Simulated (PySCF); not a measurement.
Spectrum to structure. Method used: TDDFT wB97X-D/def2-SVPD, vertical, gas phase, core orbitals frozen in the response (PySCF 2.14.0, density-fitted response routines). Geometries: GFN2-xTB, one conformer each.

```tsv
state	E (eV)	f	main configurations (H = HOMO, L = LUMO)
S1	6.82	0.030	H→L (83%)
S2	7.22	0.011	H→L+1 (56%), H-1→L (23%)
S3	7.67	0.011	H-1→L (53%), H-1→L+1 (20%)
S4	7.99	0.016	H→L+2 (36%), H-1→L+1 (20%), H→L+1 (15%)
S5	8.33	0.034	H→L+3 (58%), H-1→L+1 (17%)
S6	8.47	0.0081	H-2→L (73%), H-2→L+1 (14%)
S7	8.47	0.0010	H-3→L (66%), H-3→L+1 (16%)
S8	8.53	0.0024	H→L+4 (34%), H→L+2 (11%), H→L+5 (11%)
```

Triplets computed (Tamm–Dancoff): 6.49, 6.95, 7.47 eV.

Orbital energies (eV): HOMO-3 -10.66, HOMO-2 -10.59, HOMO-1 -10.08, HOMO -9.40, LUMO 2.00, LUMO+1 2.35, LUMO+2 2.77.

Question: Which structure fits? All have the formula C4H10FNSi.
A. `[SiH2]1[C@H](CF)CCN1`
B. `[C@@H]1(CF)N[SiH2]CC1`
C. `N[Si@@H](F)C1CCC1`
D. `C1C[C@]([SiH2]N1)(F)C`

Answer: C. Its S1, at 6.82 eV, is the highest among the candidates; the nearest of the others has S1 at 6.23 eV. S1 is HOMO→LUMO (83%). Löwdin shares by element: HOMO nitrogen 31%, silicon 16%, carbon 16% or more, hydrogen 10% or more (atoms not listed hold the other 26%); LUMO silicon 25%, hydrogen 11% or more, nitrogen 10%, carbon 10% or more (atoms not listed hold the other 44%). At the same level the other candidates give, for their lowest levels:
- `FC[C@@H]1CCN[SiH2]1`: 6.08 eV (f 0.006); 6.53 eV (f 0.008); 7.46 eV (f 0.004); 7.73 eV (f 0.009); 7.77 eV (f 0.001); T1 5.86 eV; HOMO -8.59, LUMO 2.09 eV
- `C[C@@]1(F)CCN[SiH2]1`: 6.01 eV (f 0.010); 6.60 eV (f 0.002); 7.44 eV (f 0.017); 7.52 eV (f 0.027); 7.55 eV (f 0.031); T1 5.77 eV; HOMO -8.66, LUMO 1.99 eV
- `FC[C@H]1CC[SiH2]N1`: 6.23 eV (f 0.012); 6.68 eV (f 0.006); 7.50 eV (f 0.001); 7.71 eV (f 0.008); 7.90 eV (f 0.061); T1 6.00 eV; HOMO -8.65, LUMO 2.15 eV

Shape of the structure used: `[NH2:1][Si@@H:2]([F:3])[CH:4]1[CH2:5][CH2:6][CH2:7]1`: N1–Si2–C4–C5 -91°, H–N1–Si2–F3 42°, H–N1–Si2–F3 -178°.
